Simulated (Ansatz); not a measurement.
System: sum formula SiNH₃F₃ (charge +1, singlet). It need not be the lowest isomer of its formula. 
Structure (B3LYP-D3(BJ)/def2-TZVP (Ansatz, a quantum-chemistry and plane-wave program) minimum search):
SMILES: [NH3+][Si](F)(F)F
```xyz
8

Si    -0.1846    -0.0262    -0.0312
F     -0.2231    -1.0718    -1.1735
F     -0.7207    -0.5409     1.3281
F     -0.6960     1.3803    -0.4314
N      1.6222     0.2300     0.2739
H      2.0904    -0.6401     0.5517
H      2.1060     0.5763    -0.5623
H      1.7910     0.9125     1.0215
```
Charge +1, spin multiplicity 1.

Parts of the frozen-core correlation energy in 6-31G (Ansatz, hartree). Frozen orbitals: 9; correlated occupied orbitals by spin: 16 and 16; virtual: 30 and 30. Spin-orbit coupling is left out. Non-relativistic.

| term | value |
|---|---|
| reference (HF) | -643.18352 |
| MP2 opposite-spin | -0.39283 |
| MP2 same-spin | -0.13927 |
| CCSD correlation | -0.53893 |
| (T) | -0.00819 |
| T1 diagnostic | 0.012 |
| largest doubles amplitude | 0.032 |
